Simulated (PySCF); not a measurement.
PySCF job for Si(F)(Me)(NH2)2 (CH7FN2Si), SMILES C[Si](N)(N)F, PBE-D3(BJ)/def2-SVP. Geometry: PBE-D3(BJ)/def2-SVP. The structure was generated by enumeration, and PubChem lists no compound with its InChIKey, so it may never have been made. One conformer was computed; it need not be the lowest.

```python
import numpy as np
from pyscf import gto, scf, dft, df
from pyscf.hessian import thermo

mol = gto.M(
    atom='''
    C     1.66000533    0.01379025    0.82010773
    Si   -0.02210771   -0.00063595   -0.00972163
    N    -1.22597046    0.19465929    1.20916430
    N    -0.37679333    1.17303548   -1.23157358
    F    -0.08236287   -1.43153498   -0.83505130
    H     1.74761572   -0.80031523    1.56943317
    H     1.84837680    0.97642117    1.33664097
    H     2.46383505   -0.13835708    0.07184960
    H    -2.21053010    0.22726514    0.93485763
    H    -1.11069025   -0.24261433    2.12533076
    H     0.01084569    1.05239322   -2.16922743
    H    -0.43936458    2.16132033   -0.98110146
    ''',
    basis='def2-SVP',
    charge=0,
    spin=0,
    max_memory=1600,
    verbose=3,
)
mf = dft.RKS(mol, xc='pbe').density_fit(auxbasis='def2-universal-jkfit')
mf.disp = 'd3bj'
mf.grids.level = 3
mf.conv_tol = 1e-11
mf.max_cycle = 100
mf.kernel()

# [left out here: the lines that compute and print the analytic Hessian (its translational invariance restored by hand, since the grid's response is missing), thermochemistry and intensities]
```

Program output:

```
converged SCF energy = -540.582607251364

WARN: DFTD3 does not support analytical Hessian, using finite difference


WARN: Mole.unit (angstrom) is changed to Bohr

Mode                                 0                   1                   2
Irrep
Freq [cm^-1]                      136.1892            183.1691            188.0917
Reduced mass [au]                   1.0373              1.9773              2.1240
Force const [Dyne/A]                0.0113              0.0391              0.0443
Char temp [K]                     195.9459            263.5396            270.6221
Normal mode                   x     y     z       x     y     z       x     y     z
       0   C                -0.00  0.01  0.00   -0.00  0.10  0.00   -0.04 -0.05  0.09
       1  Si                 0.00 -0.00  0.00   -0.01 -0.01  0.01    0.00  0.02 -0.01
       2   N                 0.00 -0.03  0.00    0.01 -0.08  0.03    0.07  0.02  0.05
       3   N                -0.00  0.01  0.01    0.09 -0.01 -0.02   -0.07 -0.05 -0.05
       4   F                 0.00  0.01 -0.02   -0.09  0.01 -0.02    0.03  0.05 -0.07
       5   H                -0.19  0.36  0.41    0.11  0.11 -0.00   -0.18 -0.09  0.07
       6   H                 0.22  0.22 -0.46   -0.12  0.12  0.01   -0.06 -0.09  0.17
       7   H                -0.03 -0.54  0.08    0.01  0.22 -0.01    0.04 -0.06  0.18
       8   H                 0.00  0.03  0.00    0.00 -0.07  0.04    0.05  0.10  0.15
       9   H                -0.02 -0.06 -0.01    0.02 -0.15  0.00    0.14  0.09  0.08
      10   H                -0.05 -0.02 -0.00   -0.08 -0.26 -0.06   -0.31 -0.27 -0.13
      11   H                 0.08  0.02  0.01    0.49  0.05 -0.14    0.11 -0.00 -0.21
Mode                                 3                   4                   5
Irrep
Freq [cm^-1]                      225.9673            265.7504            292.5424
Reduced mass [au]                   1.5338              2.1417              2.9102
[...]
Reduced mass [au]                   1.3694              1.9773              1.6836
Force const [Dyne/A]                0.4422              0.6937              0.6199
Char temp [K]                    1065.1115           1110.2743           1137.3754
Normal mode                   x     y     z       x     y     z       x     y     z
       0   C                -0.01  0.12  0.02    0.07 -0.01 -0.05    0.04  0.03 -0.02
       1  Si                 0.01  0.01 -0.00   -0.03 -0.03 -0.03   -0.03  0.02 -0.01
       2   N                -0.00  0.00  0.01   -0.04  0.01  0.00    0.01  0.02 -0.09
       3   N                 0.03 -0.05  0.01    0.03 -0.08 -0.00   -0.00 -0.02  0.12
       4   F                -0.02 -0.03 -0.03    0.01  0.10  0.05   -0.00 -0.01 -0.00
       5   H                -0.30 -0.16 -0.24   -0.14  0.04  0.04   -0.13 -0.01 -0.03
       6   H                 0.52 -0.12  0.25   -0.13 -0.02  0.06    0.05 -0.03  0.09
       7   H                -0.18 -0.19 -0.10    0.32  0.00  0.22    0.16 -0.04  0.12
       8   H                -0.01  0.06  0.04   -0.08  0.03  0.14   -0.07  0.04  0.21
       9   H                 0.00 -0.05 -0.02    0.08 -0.07 -0.04    0.31 -0.08 -0.17
      10   H                -0.08  0.14 -0.05   -0.16  0.21 -0.11    0.17 -0.39  0.24
      11   H                 0.04 -0.11  0.24    0.10 -0.16  0.35   -0.07  0.06 -0.25
Mode                                15                  16                  17
Irrep
Freq [cm^-1]                      838.7640            905.4205            934.9194
Reduced mass [au]                   2.7487              3.7595              4.1261
Force const [Dyne/A]                1.1394              1.8159              2.1249
Char temp [K]                    1206.7946           1302.6985           1345.1409
Normal mode                   x     y     z       x     y     z       x     y     z
       0   C                 0.04  0.02  0.04    0.01 -0.04  0.03   -0.02  0.01  0.04
       1  Si                -0.10 -0.05 -0.02   -0.03  0.11 -0.05    0.05 -0.04 -0.12
       2   N                 0.12 -0.02 -0.03    0.02 -0.02  0.03   -0.06  0.01  0.08
       3   N                 0.01  0.02 -0.00    0.03 -0.10  0.07   -0.01 -0.01  0.06
       4   F                 0.01  0.05  0.03    0.00 -0.05 -0.03   -0.00  0.05  0.04
       5   H                 0.08 -0.02 -0.01    0.20  0.05  0.10    0.10 -0.04 -0.03
       6   H                 0.21 -0.03  0.08   -0.06  0.04 -0.08    0.13  0.01 -0.02
       7   H                -0.00 -0.03  0.01    0.00  0.08 -0.01   -0.14 -0.01 -0.09
       8   H                 0.22 -0.09 -0.40    0.08 -0.02 -0.18   -0.06 -0.01  0.06
       9   H                -0.18  0.09  0.05   -0.16  0.06  0.08   -0.19  0.05  0.12
      10   H                 0.04 -0.04  0.02   -0.00 -0.03  0.05    0.10 -0.20  0.12
      11   H                -0.04  0.03 -0.07    0.06 -0.14  0.24   -0.03  0.03 -0.13
Mode                                18                  19                  20
Irrep
Freq [cm^-1]                     1224.7097           1382.0977           1384.4485
Reduced mass [au]                   1.2833              1.0485              1.0476
Force const [Dyne/A]                1.1340              1.1800              1.1831
Char temp [K]                    1762.0846           1988.5309           1991.9132
Normal mode                   x     y     z       x     y     z       x     y     z
       0   C                -0.12 -0.00 -0.06    0.01  0.05 -0.03   -0.02  0.03  0.04
       1  Si                 0.01 -0.00  0.01    0.00  0.01 -0.00   -0.00  0.00  0.00
       2   N                -0.01  0.00  0.00   -0.00 -0.00  0.00   -0.00 -0.00  0.00
       3   N                -0.00  0.00 -0.00   -0.00 -0.00  0.00    0.00 -0.00 -0.00
       4   F                -0.00 -0.00 -0.00   -0.00 -0.00  0.00    0.00  0.00 -0.00
       5   H                 0.46  0.17  0.08    0.35  0.10  0.01    0.22 -0.44 -0.50
       6   H                 0.44 -0.20  0.13   -0.41 -0.13  0.44   -0.10  0.28 -0.40
       7   H                 0.32  0.04  0.39   -0.13 -0.64 -0.04    0.18 -0.28  0.30
       8   H                -0.01  0.01  0.00    0.01 -0.00 -0.02    0.01  0.01 -0.04
       9   H                 0.01 -0.00 -0.00    0.01  0.01  0.01    0.04 -0.00 -0.00
      10   H                -0.00  0.01 -0.01   -0.00  0.00 -0.00   -0.01  0.01 -0.01
      11   H                -0.00  0.00 -0.01    0.00  0.00 -0.00    0.01 -0.00  0.01
Mode                                21                  22                  23
Irrep
Freq [cm^-1]                     1482.0847           1487.2258           2976.1402
Reduced mass [au]                   1.1318              1.1247              1.0368
Force const [Dyne/A]                1.4647              1.4657              5.4105
Char temp [K]                    2132.3898           2139.7868           4282.0031
Normal mode                   x     y     z       x     y     z       x     y     z
       0   C                 0.00 -0.00  0.00   -0.00 -0.00 -0.00   -0.04  0.00 -0.03
       1  Si                -0.00  0.00 -0.01    0.01 -0.01 -0.00    0.00  0.00  0.00
       2   N                -0.04 -0.01  0.03   -0.06 -0.01  0.05   -0.00  0.00  0.00
       3   N                -0.00 -0.05  0.05    0.00  0.04 -0.03   -0.00  0.00 -0.00
       4   F                 0.00 -0.00 -0.00   -0.00  0.00  0.00   -0.00 -0.00 -0.00
       5   H                -0.02  0.01  0.02   -0.02  0.02  0.02    0.04 -0.46  0.41
       6   H                 0.01 -0.00  0.01    0.01 -0.01  0.01    0.08  0.48  0.25
       7   H                -0.01  0.02 -0.01   -0.01  0.02 -0.02    0.38 -0.07 -0.37
       8   H                 0.08  0.12 -0.34    0.12  0.19 -0.50    0.00 -0.00  0.00
       9   H                 0.36  0.01 -0.02    0.56  0.00 -0.04   -0.00  0.00 -0.00
      10   H                -0.02  0.55 -0.05    0.02 -0.37  0.04   -0.00 -0.00 -0.00
      11   H                 0.15  0.11 -0.52   -0.10 -0.07  0.34   -0.00  0.00 -0.00
Mode                                24                  25                  26
Irrep
Freq [cm^-1]                     3070.4507           3081.2930           3498.9812
Reduced mass [au]                   1.1008              1.1021              1.0500
Force const [Dyne/A]                6.1146              6.1651              7.5738
Char temp [K]                    4417.6949           4433.2946           5034.2549
Normal mode                   x     y     z       x     y     z       x     y     z
       0   C                 0.03  0.07 -0.05    0.03 -0.06 -0.06    0.00  0.00  0.00
       1  Si                 0.00  0.00 -0.00    0.00 -0.00 -0.00    0.00 -0.00 -0.00
       2   N                -0.00 -0.00  0.00   -0.00  0.00  0.00   -0.04 -0.02  0.03
       3   N                -0.00 -0.00  0.00   -0.00  0.00  0.00   -0.00 -0.00  0.00
       4   F                -0.00 -0.00  0.00   -0.00  0.00  0.00    0.00 -0.00 -0.00
       5   H                 0.06 -0.54  0.50    0.00  0.01 -0.03   -0.00  0.00 -0.00
       6   H                -0.06 -0.34 -0.20    0.12  0.59  0.31    0.00 -0.00 -0.00
       7   H                -0.33  0.08  0.30   -0.48  0.08  0.44    0.00 -0.00 -0.00
       8   H                 0.00 -0.00  0.00    0.00  0.00  0.00    0.69 -0.04  0.20
       9   H                -0.00  0.00 -0.00   -0.00 -0.00 -0.00   -0.09  0.27 -0.59
      10   H                 0.00 -0.00 -0.00    0.00 -0.00  0.00    0.01 -0.00 -0.02
      11   H                 0.00  0.00  0.00   -0.00  0.00 -0.00   -0.00  0.03  0.01
Mode                                27                  28                  29
Irrep
Freq [cm^-1]                     3506.6621           3598.8356           3605.5235
Reduced mass [au]                   1.0500              1.0957              1.0959
Force const [Dyne/A]                7.6071              8.3613              8.3937
Char temp [K]                    5045.3060           5177.9232           5187.5456
Normal mode                   x     y     z       x     y     z       x     y     z
       0   C                -0.00  0.00 -0.00    0.00  0.00  0.00    0.00 -0.00  0.00
       1  Si                -0.00  0.00 -0.00   -0.00  0.00 -0.00    0.00 -0.00 -0.00
       2   N                 0.00  0.00 -0.00   -0.05  0.02 -0.06   -0.00  0.00 -0.01
       3   N                -0.01 -0.04  0.03   -0.00  0.01  0.01    0.02 -0.05 -0.05
       4   F                 0.00  0.00  0.00   -0.00  0.00  0.00   -0.00  0.00  0.00
       5   H                -0.00  0.00 -0.00    0.00 -0.00  0.00    0.00 -0.00 -0.00
       6   H                 0.00  0.00  0.00    0.00 -0.00 -0.00   -0.00  0.00 -0.00
       7   H                 0.00 -0.00  0.00    0.00 -0.00 -0.00    0.00 -0.00 -0.00
       8   H                -0.02  0.00 -0.01    0.62 -0.02  0.16    0.06 -0.00  0.02
       9   H                 0.00 -0.01  0.02    0.07 -0.30  0.63    0.01 -0.03  0.07
      10   H                 0.25 -0.10 -0.64    0.02 -0.01 -0.06   -0.25  0.07  0.61
      11   H                -0.06  0.65  0.18    0.00 -0.07 -0.02   -0.04  0.66  0.16
temperature 298.1500 [K]
pressure 101325.00 [Pa]
Rotational constants [GHz] 3.69939 3.51856 3.17746
Symmetry number 1
Zero-point energy (ZPE) 0.08974 [Eh]   235615.281 [J/mol]
                           tot       elec      trans        rot        vib
Entropy [J/mol/K]       354.513      0.000    165.430    110.688     78.395
Cv [J/mol/K]            121.163      0.000     12.472     12.472     96.219
Cp [J/mol/K]            129.477      0.000     20.786     12.472     96.219
Internal energy [J/mol]                      3718.434   3718.434 249668.847
Internal energy [Eh]   -540.48468  -540.58261
Enthalpy [J/mol]                             6197.391   3718.434 249668.847
Enthalpy [Eh]          -540.48374
Gibbs free energy [J/mol]                  -43125.617 -29283.107 226295.458
Gibbs free energy [Eh] -540.52399
mode   freq/cm-1   IR/(km/mol)
   1      136.19         0.003
   2      183.17         7.616
   3      188.09         1.178
   4      225.97         1.538
   5      265.75         1.647
   6      292.54        33.640
   7      319.43         3.576
   8      351.54       178.539
   9      375.51        72.976
  10      419.21       142.147
  11      643.31         8.506
  12      711.05         4.563
  13      740.29         1.579
  14      771.68        19.418
  15      790.52         3.756
  16      838.76       136.734
  17      905.42       188.306
  18      934.92       205.328
  19     1224.71        37.544
  20     1382.10         1.990
  21     1384.45         3.789
  22     1482.08        86.100
  23     1487.23        24.534
  24     2976.14         2.680
  25     3070.45         6.541
  26     3081.29         5.095
  27     3498.98        19.134
  28     3506.66        23.006
  29     3598.84        20.786
  30     3605.52        24.580
max |gradient| / (hartree/bohr): 0.00018521894415321092
APT charges: [-0.386   1.8757 -0.7974 -0.7907 -0.6549  0.0085  0.0201  0.0236  0.1756
  0.1741  0.1758  0.1756]
```

The run converged.
